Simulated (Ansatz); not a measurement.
The cluster Sb2As⁺ (the lowest singlet isomer of a short search). Total charge 1; singlet. Geometry PBE-D4/def2-TZVP, basis def2-TZVP, Ansatz.

```xyz
3

As    1.166   -0.833    0.034
Sb   -0.356    0.787    1.287
Sb   -0.810    0.046   -1.321
```

| run | HOMO (eV) | LUMO (eV) |
| --- | --- | --- |
| A | -11.96 | -8.53 |
| B | -11.27 | -9.47 |
| C | -11.59 | -8.89 |
| D | -11.33 | -9.22 |
| E | -11.07 | -9.21 |
| F | -12.13 | -8.56 |

In the def2 sets Sb takes a core potential; there is no spin–orbit coupling. HSE06 is defined as in plane-wave codes, on full-range PBE exchange. The structure comes from a short search, and lower isomers may exist.

Question: The runs used HSE06, LDA (SPW92), PBE, PBE0, r2SCAN, r2SCAN0. Estimate which is which.

Answer: A PBE0 (25 % exact exchange); B LDA (SPW92) (0 % exact exchange); C HSE06 (range-separated); D r2SCAN (0 % exact exchange); E PBE (0 % exact exchange); F r2SCAN0 (25 % exact exchange). Exact exchange lowers occupied and raises empty levels; among semilocal functionals meta-GGAs tend to open the gap a little, and such runs are hard to tell apart. The gap grows from 1.80 eV (LDA (SPW92)) to 3.57 eV (r2SCAN0).
